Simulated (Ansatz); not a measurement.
One geometry of the cluster Cs2I2, several levels of theory.

```yaml
crystal:
  periodic: [false, false, false]
  atoms:
    - {symbol: Cs, position_ang: [0.976763, -0.607569, 2.248493]}
    - {symbol: Cs, position_ang: [-0.976783, 0.607501, -2.248108]}
    - {symbol: I, position_ang: [-0.850905, 2.271559, 0.983253]}
    - {symbol: I, position_ang: [0.850925, -2.271481, -0.983638]}
basis:
  gaussian: {orbitals: def2-TZVP, initial_orbitals: start.molden}
hamiltonian: {xc: r2scan, dispersion: d4}
scf: {omitted_lower_state_checks: [starts]}
output: {orbitals: {seedname: orbitals}}
```

The file start.molden holds the orbitals of an earlier run on this structure, at another level or in another basis.

```sh
$ ansatz run in.yaml --threads 4 --pin off --events-out ev --progress --plain --max-ram 3916MiB
```

Output, abridged:

```
Functional definition: r2SCAN
1370 factors; their error is unknown
mean field evaluation 1: about -17312.1915 eV, gradient 5.2e0 eV
mean field evaluation 2: about -17312.2126 eV, gradient 3.1e-2 eV
mean field evaluation 4: about -17312.1956 eV, gradient 3.6e-5 eV
mean field -17312.19559772 eV, -636.2114535884 hartree, gradient 4.4e-5 eV, S^2 0.000000; 0 other end points of the search recorded, 0 dependent functions left out
reference -17312.19562816 eV, -636.2114547071 hartree; 34, 34 occupied and 124, 124 virtual orbitals, 1370 factors
Total energy: -17312.21928964 eV, -636.2123242507 hartree
Checks for a lower state left out: starts
```

Hardware: 4 threads of Arm Neoverse V2 on a shared host. Wall time 3.2 s.

First input, but with `hamiltonian: {xc: {name: CAM-B3LYP}, dispersion: d4}` (abridged; 2.9 s):

```
Functional definition: CAM-B3LYP
mean field -17303.84931193 eV, -635.9047332433 hartree, gradient 1.9e-5 eV, S^2 0.000000
Total energy: -17303.97662799 eV, -635.9094120219 hartree
Checks for a lower state left out: starts
```

First input, but with `hamiltonian: {xc: {name: revPBE}, dispersion: d4}` (abridged; 1.9 s):

```
Functional definition: revPBE
mean field -17308.85738612 eV, -636.0887765751 hartree, gradient 1.2e-5 eV, S^2 0.000000
Total energy: -17309.01455388 eV, -636.0945523837 hartree
Checks for a lower state left out: starts
```

The first input with `hamiltonian: {xc: {name: B97M-V}}` (abridged; 11 s):

```
Functional definition: B97M-V
mean field -17304.92764806 eV, -635.9443613651 hartree, gradient 1.0e-5 eV, S^2 0.000000
Total energy: -17304.92777572 eV, -635.9443660564 hartree
Checks for a lower state left out: starts
```

First input, but with `hamiltonian: {xc: pbe}`, `correlation: {method: rpa}` and without the key `output` (abridged; 4.4 s):

```
Functional definition: PBE
mean field -17304.67608092 eV, -635.9351164432 hartree, gradient 2.2e-6 eV, S^2 0.000000
8 core orbitals not correlated: weight in the atoms' cores, before any rotation towards them, 1.000 or more for the frozen orbitals, at most 0.000 for the correlated occupied ones
Total energy: -17273.84446373 eV, -634.8020754096 hartree
Checks for a lower state left out: starts
```

As the first input, with `gaussian: {orbitals: def2-SVP, initial_orbitals: start.molden}`, `hamiltonian: {xc: pbe0, dispersion: d4}` (abridged; 1.9 s):

```
Functional definition: PBE0
mean field -17305.42019706 eV, -635.9624622067 hartree, gradient 1.3e-5 eV, S^2 0.000000
Total energy: -17305.53270783 eV, -635.9665969014 hartree
Checks for a lower state left out: starts
```

First input, but with `gaussian: {orbitals: def2-TZVPD, initial_orbitals: start.molden}` (abridged; 4.6 s):

```
Functional definition: r2SCAN
mean field -17312.21838380 eV, -636.2122909615 hartree, gradient 7.8e-5 eV, S^2 0.000000
Total energy: -17312.24207265 eV, -636.2131615107 hartree
Checks for a lower state left out: starts
```

Geometry: B3LYP-D4/def2-SVP.

In the def2 sets Cs, I take a core potential; there is no spin–orbit coupling. Correlated methods freeze 8 core orbitals; core or outer-core shells of Cs, I are correlated, in sets that lack core-valence functions. The structure comes from a short search, and lower isomers may exist.
